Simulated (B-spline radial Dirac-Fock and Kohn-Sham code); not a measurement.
# Total conversion coefficients at 100 keV, Zn to Cs

Model: a Dirac-Hartree-Slater potential of the neutral atom with a Latter tail (no hole, which puts coefficients of high multipoles low close above an edge), finite nucleus with surface currents. Program: an atomic code on a B-spline grid. Subshells within 1 keV of threshold and pair formation are left out.

```
 Z  element      E1    E4      M1    M3    M5
30       Zn  0.0599  60.9  0.0618  6.44   672
31       Ga  0.0646  64.7  0.0704  7.30   757
32       Ge  0.0695  68.6  0.0800  8.25   851
33       As  0.0746  72.7  0.0906  9.29   954
34       Se  0.0798  77.1   0.102  10.4  1070
35       Br  0.0851  81.8   0.115  11.7  1190
36       Kr  0.0906  86.9   0.130  13.1  1320
37       Rb  0.0963  92.3   0.146  14.6  1470
38       Sr   0.102  98.2   0.163  16.2  1640
40       Zr   0.114   111   0.204  20.0  2010
41       Nb   0.120   119   0.227  22.1  2210
42       Mo   0.127   127   0.253  24.4  2440
43       Tc   0.133   136   0.281  26.9  2700
44       Ru   0.140   145   0.312  29.6  2970
45       Rh   0.147   156   0.345  32.5  3270
46       Pd   0.154   168   0.382  35.6  3590
47       Ag   0.161   180   0.422  39.1  3950
48       Cd   0.168   194   0.466  42.7  4350
49       In   0.175   210   0.514  46.7  4780
50       Sn   0.182   226   0.567  51.0  5260
51       Sb   0.190   245   0.624  55.6  5780
52       Te   0.197   265   0.686  60.5  6360
53        I   0.205   287   0.753  65.8  6990
54       Xe   0.213   311   0.827  71.5  7690
55       Cs   0.220   338   0.908  77.7  8470
```

Values without a named source are computed, but for edge energies of neutral atoms, which are taken from tables.
